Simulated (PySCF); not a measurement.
C₂H₆BF₂N, SMILES CN(C)B(F)F. Atoms are numbered in the order given.

```xyz
12

B      0.0000     0.0000     0.7878
F      0.0000    -1.1488     1.4866
F      0.0000     1.1488     1.4866
N      0.0000     0.0000    -0.6200
C      0.0000    -1.2273    -1.3936
C      0.0000     1.2273    -1.3936
H      0.8973    -1.2918    -2.0504
H     -0.8973    -1.2918    -2.0504
H      0.0000    -2.1010    -0.7170
H     -0.8973     1.2918    -2.0504
H      0.8973     1.2918    -2.0504
H      0.0000     2.1010    -0.7170
```
Charge 0, spin multiplicity 1.

Geometry optimised at PBE-D3(BJ)/def2-SVP. Other conformers were not sampled.

All values below come from PBE-D3(BJ)/def2-SVP (PySCF 2.14.0).

Harmonic, unscaled wavenumbers; measured fundamentals usually lie a few per cent lower.

```tsv
mode	ν (cm⁻¹)	IR (km/mol)	moving atoms (share of kinetic energy)
1	124	0.0	F 52 %, C 30 %, H 17 %
2	163	0.2	H 74 %, N 20 %
3	201	0.0	H 97 %
4	227	0.9	F 44 %, C 32 %, H 17 %
5	263	3.1	H 48 %, N 39 %
6	343	5.8	C 41 %, H 29 %, F 29 %
7	462	7.9	F 51 %, C 15 %, H 13 %, N 13 %
8	476	0.9	F 46 %, C 25 %, N 11 %, H 10 %
9	630	37.9	B 81 %, F 10 %, N 8 %
10	715	3.7	F 54 %, C 30 %, H 9 %
11	998	1.7	H 36 %, C 32 %, N 16 %, F 12 %
12	1049	4.5	H 74 %, C 25 %
13	1079	0.0	H 80 %, C 20 %
14	1136	0.7	H 68 %, C 20 %, N 12 %
15	1189	121.2	H 38 %, B 26 %, C 17 %, F 10 %, N 10 %
16	1234	12.1	N 59 %, C 29 %
17	1358	129.9	H 48 %, B 34 %, F 10 %
18	1397	153.4	B 40 %, H 40 %, F 11 %, C 8 %
19	1400	25.2	H 74 %, C 22 %
20	1409	0.0	H 97 %
21	1419	17.5	H 97 %
22	1423	51.6	H 86 %, B 8 %
23	1425	11.8	H 96 %
24	1563	393.8	B 39 %, N 38 %, H 20 %
25	2927	40.9	H 97 %
26	2933	79.9	H 97 %
27	2984	72.3	H 91 %, C 9 %
28	2992	0.0	H 90 %, C 10 %
29	3093	4.3	H 91 %, C 9 %
30	3094	4.4	H 91 %, C 9 %
```
